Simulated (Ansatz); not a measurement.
`OCB[SiH3]` and `OCBBr` differ in one atom or group.

Ansatz, PBE0-D4/def2-TZVP geometries, multiplicity 1. Each molecule was computed in one conformer, which needn't be the lowest.

Scalar relativity is left out up to krypton.

| property | `OCB[SiH3]` |
| --- | --- |
| LUMO energy (PBE/def2-TZVPP) / eV | -2.86 |
| HOMO–LUMO gap (ωB97M-V/def2-TZVPP) / eV | 10.53 |
| ideal-gas entropy at 298 K and 1 bar (rigid rotor, harmonic PBE0-D4/def2-TZVP) / J/(mol·K) | 339 |
| zero-point energy (PBE0-D4/def2-TZVP) / kJ/mol | 203.5 |
| HOMO–LUMO gap (PBE/def2-TZVPP) / eV | 3.64 |
| HOMO–LUMO gap (PBE0/def2-TZVPP) / eV | 6.27 |

Question: What does the change do to each property? (Best estimate.)

Answer: Computed: 
| property | `OCBBr` | shift |
| --- | --- | --- |
| LUMO energy (PBE/def2-TZVPP) / eV | -2.59 | 0.27 |
| HOMO–LUMO gap (ωB97M-V/def2-TZVPP) / eV | 10.93 | 0.40 |
| ideal-gas entropy at 298 K and 1 bar (rigid rotor, harmonic PBE0-D4/def2-TZVP) / J/(mol·K) | 317 | -22 |
| zero-point energy (PBE0-D4/def2-TZVP) / kJ/mol | 143.4 | -60.1 |
| HOMO–LUMO gap (PBE/def2-TZVPP) / eV | 3.88 | 0.24 |
| HOMO–LUMO gap (PBE0/def2-TZVPP) / eV | 6.49 | 0.22 |

The zero-point energy changes by -60.1 kJ/mol with -9 modes.

Spin–orbit coupling is left out; it splits and shifts lone-pair levels of the heavy atoms by tenths of an eV.
